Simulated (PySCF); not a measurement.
# TDDFT excited states: C5H7NO2

Species: C₅H₇NO₂.
Geometry (GFN2-xTB, Å), atoms numbered from 1 in this order:
```xyz
15
C5H7NO2 angstrom
C     -1.6388   -1.6657   -0.4890
O     -1.2267   -0.3189   -0.4682
C      0.0423   -0.1144    0.1204
C      0.0349   -0.4301    1.5436
N     -0.0131   -0.6731    2.6587
C      0.4301    1.3579   -0.0770
C      1.9071    1.5894    0.0685
O      2.7343    0.7344    0.1985
H     -2.6026   -1.6761   -0.9933
H     -1.7511   -2.0698    0.5227
H     -0.9258   -2.2865   -1.0447
H      0.8028   -0.7581   -0.3606
H      0.1308    1.6589   -1.0854
H     -0.1113    1.9993    0.6221
H      2.1827    2.6607    0.0292
```

Computed with PySCF, TDDFT PBE0/def2-SVPD, vertical, gas phase, core orbitals frozen in the response.

```csv
state,E (eV),E (kJ/mol),λ (nm),f,"main configurations (H = HOMO, L = LUMO)"
S1,4.42,427,280.4,0.0002,H→L (98%)
S2,6.32,610,196.1,0.0020,H-1→L (98%)
S3,7.00,676,177.0,0.0024,"H→L+1 (57%), H-1→L+1 (38%)"
S4,7.12,687,174.0,0.0027,"H-1→L+1 (60%), H→L+1 (36%)"
S5,7.24,699,171.2,0.0000,H-2→L (93%)
S6,7.30,704,169.8,0.0057,H→L+2 (92%)
```

Triplets, Tamm–Dancoff:

```json
{"state": "T1", "E (eV)": "3.77", "λ (nm)": "329.3", "main configurations (H = HOMO, L = LUMO)": "H→L (97%)"}
{"state": "T2", "E (eV)": "6.04", "λ (nm)": "205.1", "main configurations (H = HOMO, L = LUMO)": "H-6→L (57%), H-7→L (10%), H-1→L (8%)"}
```

The lowest singlet lies at 4.42 eV (280 nm, ultraviolet) and is dark (f under 0.0005); its leading configuration is HOMO→LUMO (98%). The most intense listed level is S6 at 7.30 eV (170 nm, f = 0.0057), 2.88 eV above S1. It is the last of those listed, so stronger ones may follow. S1 has the pattern of n→π* at C=O. The listed states span 2.88 eV, and the widest gap between neighbours is 1.90 eV (S1 to S2). Weighted by f, the mean energy of these states is 7.02 eV. Of the 6 states listed, none reaches f = 0.01 and 2 stay under 0.0005. Singlets were solved by full linear response, triplets in the Tamm–Dancoff approximation.

Hardware: Arm Neoverse V1, one thread (shared host). Cost: 42 s of wall time (grids of density and orbitals included), 0.87 GiB resident at most.

One conformer stands for the species.
